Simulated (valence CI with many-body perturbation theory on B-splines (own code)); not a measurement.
# E1 line list for Ce⁴³⁺

Computed by configuration interaction combined with many-body perturbation theory (CI+MBPT): five valence electrons over a frozen Dirac-Fock core [Ne], a basis of 9 s, 9 p, 8 d, 6 f, 3 g, 1 h functions for each j, with the one-electron correlation potential Σ1 (screened to all orders), the two-electron term Σ2, the three-electron term Σ3, Breit, model QED; selected single and double excitations, second order for the rest (own B-spline code, finite nucleus).

No measured spectrum was set against this ion. As an estimate, large intervals hold to a few tenths of a per cent, small ones and those within an open d or f shell to about a per cent. Among the levels kept, up to 620 cm⁻¹ of a level comes from second order outside the variational space, and about a tenth of that is noise between levels of different J, which matters for small intervals.

Lines 101 to 150 of 203 in falling wavelength, among levels below 32.231 Ry, chosen from the strongest by gf and those to the six lowest levels. Wavelengths and rates use the calculated energies. Electric multipoles are in the length gauge, E1 and E2 with the static RPA response of the core. Weak lines are less certain than strong ones. Lines between different terms over intervals too small for the method are left out, as are lines whose strength nearly cancels. The highest levels of a list are the least certain.

Levels are named by their leading jj configuration (3d3/2^4 stands for four electrons in 3d with j = 3/2), which in mixed levels can hold well under half, so a name can repeat and another be missing. Letters in brackets count levels of one name in rising energy.

| λ vac (nm) | Upper | Lower | A (s⁻¹) | S (a.u.) |
| --- | --- | --- | --- | --- |
| 7.397 | (3s^2 3p1/2 3p3/2 3d3/2) J=3/2 [a] | (3s^2 3p1/2 3p3/2^2) J=3/2 | 3.13e+08 | 2.50e-04 |
| 7.377 | (3s^2 3p1/2 3p3/2 3d3/2) J=1/2 [a] | (3s^2 3p1/2 3p3/2^2) J=3/2 | 1.12e+09 | 4.45e-04 |
| 7.241 | (3s 3p1/2^2 3p3/2 3d3/2) J=5/2 [b] | (3s 3p1/2^2 3p3/2^2) J=3/2 | 3.48e+08 | 3.92e-04 |
| 7.120 | (3s 3p1/2^2 3p3/2 3d3/2) J=1/2 [b] | (3s 3p1/2^2 3p3/2^2) J=3/2 | 2.37e+09 | 8.43e-04 |
| 7.100 | (3s 3p1/2^2 3p3/2 3d3/2) J=1/2 [b] | (3s 3p1/2^2 3p3/2^2) J=1/2 | 2.15e+09 | 7.59e-04 |
| 7.086 | (3s^2 3p1/2 3p3/2 3d5/2) J=3/2 [a] | (3s^2 3p1/2 3p3/2^2) J=1/2 | 2.26e+08 | 1.59e-04 |
| 6.990 | (3s 3p1/2^2 3p3/2 3d5/2) J=5/2 | (3s 3p1/2^2 3p3/2^2) J=3/2 | 1.53e+09 | 1.55e-03 |
| 6.975 | (3s^2 3p3/2^2 3d3/2) J=5/2 | (3s^2 3p3/2^3) J=3/2 | 2.23e+09 | 2.25e-03 |
| 6.937 | (3s 3p1/2^2 3p3/2 3d3/2) J=3/2 [b] | (3s 3p1/2^2 3p3/2^2) J=5/2 | 1.21e+09 | 7.98e-04 |
| 6.818 | (3s^2 3p1/2 3p3/2 3d3/2) J=3/2 [b] | (3s^2 3p1/2 3p3/2^2) J=1/2 | 6.44e+05 | 4.03e-07 |
| 6.808 | (3s^2 3p1/2 3p3/2 3d3/2) J=1/2 [b] | (3s^2 3p1/2 3p3/2^2) J=1/2 | 4.64e+08 | 1.44e-04 |
| 6.770 | (3s^2 3p1/2 3p3/2 3d5/2) J=7/2 [a] | (3s^2 3p1/2 3p3/2^2) J=5/2 | 3.39e+08 | 4.15e-04 |
| 6.740 | (3s 3p1/2^2 3p3/2 3d5/2) J=3/2 | (3s 3p1/2^2 3p3/2^2) J=3/2 | 6.90e+09 | 4.17e-03 |
| 6.722 | (3s 3p1/2^2 3p3/2 3d5/2) J=3/2 | (3s 3p1/2^2 3p3/2^2) J=1/2 | 3.51e+09 | 2.11e-03 |
| 6.664 | (3s^2 3p1/2 3p3/2 3d5/2) J=3/2 [a] | (3s^2 3p1/2 3p3/2^2) J=5/2 | 1.23e+09 | 7.20e-04 |
| 6.660 | (3s 3p1/2^2 3p3/2 3d3/2) J=5/2 [a] | (3s^2 3p1/2^2 3d5/2) J=5/2 | 5.02e+07 | 4.39e-05 |
| 6.636 | (3s^2 3p1/2 3p3/2 3d3/2) J=5/2 [b] | (3s^2 3p1/2 3p3/2^2) J=5/2 | 1.01e+08 | 8.71e-05 |
| 6.616 | (3s^2 3p3/2^2 3d5/2) J=1/2 | (3s^2 3p3/2^3) J=3/2 | 4.50e+09 | 1.29e-03 |
| 6.603 | (3s 3p1/2^2 3p3/2 3d3/2) J=3/2 [a] | (3s^2 3p1/2^2 3d5/2) J=5/2 | 1.22e+09 | 6.92e-04 |
| 6.472 | (3s^2 3p1/2 3p3/2 3d5/2) J=5/2 [a] | (3s^2 3p1/2 3p3/2^2) J=5/2 | 1.52e+10 | 1.22e-02 |
| 6.463 | (3s 3p1/2^2 3p3/2 3d3/2) J=7/2 | (3s^2 3p1/2^2 3d5/2) J=5/2 | 3.21e+09 | 3.42e-03 |
| 6.427 | (3s^2 3p1/2 3p3/2 3d3/2) J=3/2 [b] | (3s^2 3p1/2 3p3/2^2) J=5/2 | 8.15e+08 | 4.27e-04 |
| 6.394 | (3s^2 3p3/2^2 3d3/2) J=3/2 [b] | (3s^2 3p3/2^3) J=3/2 | 4.82e+09 | 2.49e-03 |
| 6.358 | (3s^2 3p1/2 3p3/2 3d5/2) J=3/2 [a] | (3s^2 3p1/2 3p3/2^2) J=3/2 | 1.26e+10 | 6.39e-03 |
| 6.333 | (3s^2 3p1/2 3p3/2 3d3/2) J=5/2 [b] | (3s^2 3p1/2 3p3/2^2) J=3/2 | 1.16e+10 | 8.73e-03 |
| 6.282 | (3s 3p1/2^2 3p3/2 3d5/2) J=5/2 | (3s 3p1/2^2 3p3/2^2) J=5/2 | 2.52e+10 | 1.85e-02 |
| 6.265 | (3s^2 3p1/2^2 3d5/2) J=5/2 | (3s^2 3p1/2^2 3p3/2) J=3/2 | 3.30e+10 | 2.40e-02 |
| 6.183 | (3s^2 3p1/2 3p3/2 3d5/2) J=5/2 [a] | (3s^2 3p1/2 3p3/2^2) J=3/2 | 1.25e+09 | 8.78e-04 |
| 6.142 | (3s^2 3p1/2 3p3/2 3d3/2) J=3/2 [b] | (3s^2 3p1/2 3p3/2^2) J=3/2 | 4.68e+08 | 2.14e-04 |
| 6.133 | (3s^2 3p1/2 3p3/2 3d3/2) J=1/2 [b] | (3s^2 3p1/2 3p3/2^2) J=3/2 | 9.75e+08 | 2.22e-04 |
| 6.080 | (3s 3p1/2^2 3p3/2 3d5/2) J=3/2 | (3s 3p1/2^2 3p3/2^2) J=5/2 | 9.88e+09 | 4.38e-03 |
| 6.071 | (3s^2 3p1/2 3p3/2 3d5/2) J=3/2 [b] | (3s^2 3p1/2 3p3/2^2) J=1/2 | 6.06e+10 | 2.68e-02 |
| 6.044 | (3s 3p1/2^2 3p3/2 3d3/2) J=3/2 [b] | (3s^2 3p1/2^2 3d5/2) J=5/2 | 4.91e+09 | 2.14e-03 |
| 6.021 | (3s^2 3p1/2 3p3/2 3d5/2) J=1/2 | (3s^2 3p1/2 3p3/2^2) J=1/2 | 8.94e+10 | 1.93e-02 |
| 6.016 | (3s 3p1/2^2 3p3/2 3d5/2) J=7/2 | (3s 3p1/2^2 3p3/2^2) J=5/2 | 8.08e+10 | 6.95e-02 |
| 5.902 | (3s^2 3p1/2 3p3/2 3d5/2) J=7/2 [b] | (3s^2 3p1/2 3p3/2^2) J=5/2 | 1.59e+11 | 1.29e-01 |
| 5.849 | (3s^2 3p1/2 3p3/2 3d5/2) J=5/2 [b] | (3s^2 3p1/2 3p3/2^2) J=5/2 | 1.93e+10 | 1.14e-02 |
| 5.759 | (3s^2 3p1/2 3p3/2 3d5/2) J=3/2 [b] | (3s^2 3p1/2 3p3/2^2) J=5/2 | 3.11e+10 | 1.17e-02 |
| 5.714 | (3s 3p1/2^2 3p3/2 3d3/2) J=5/2 [a] | (3s^2 3p1/2^2 3d3/2) J=3/2 | 5.58e+08 | 3.08e-04 |
| 5.697 | (3s 3p1/2^2 3p3/2 3d3/2) J=5/2 [b] | (3s^2 3p1/2^2 3d5/2) J=5/2 | 2.82e+09 | 1.54e-03 |
| 5.692 | (3s 3p1/2 3p3/2^3) J=3/2 [a] | (3s^2 3p1/2 3p3/2^2) J=1/2 | 2.90e+10 | 1.06e-02 |
| 5.672 | (3s 3p1/2^2 3p3/2 3d3/2) J=3/2 [a] | (3s^2 3p1/2^2 3d3/2) J=3/2 | 4.35e+09 | 1.57e-03 |
| 5.649 | (3s 3p1/2^2 3p3/2 3d3/2) J=1/2 [a] | (3s^2 3p1/2^2 3d3/2) J=3/2 | 6.23e+08 | 1.11e-04 |
| 5.612 | (3s^2 3p1/2 3p3/2 3d5/2) J=5/2 [b] | (3s^2 3p1/2 3p3/2^2) J=3/2 | 2.83e+11 | 1.48e-01 |
| 5.541 | (3s 3p1/2^2 3p3/2 3d5/2) J=5/2 | (3s^2 3p1/2^2 3d5/2) J=5/2 | 5.78e+10 | 2.91e-02 |
| 5.529 | (3s^2 3p1/2 3p3/2 3d5/2) J=3/2 [b] | (3s^2 3p1/2 3p3/2^2) J=3/2 | 2.03e+10 | 6.76e-03 |
| 5.527 | (3s 3p1/2^2 3p3/2^2) J=5/2 | (3s^2 3p1/2^2 3p3/2) J=3/2 | 9.38e+10 | 4.69e-02 |
| 5.487 | (3s^2 3p1/2 3p3/2 3d5/2) J=1/2 | (3s^2 3p1/2 3p3/2^2) J=3/2 | 7.83e+10 | 1.28e-02 |
| 5.417 | (3s 3p1/2 3p3/2^3) J=3/2 [a] | (3s^2 3p1/2 3p3/2^2) J=5/2 | 2.53e+10 | 7.93e-03 |
| 5.382 | (3s 3p1/2^2 3p3/2 3d5/2) J=3/2 | (3s^2 3p1/2^2 3d5/2) J=5/2 | 3.06e+10 | 9.41e-03 |
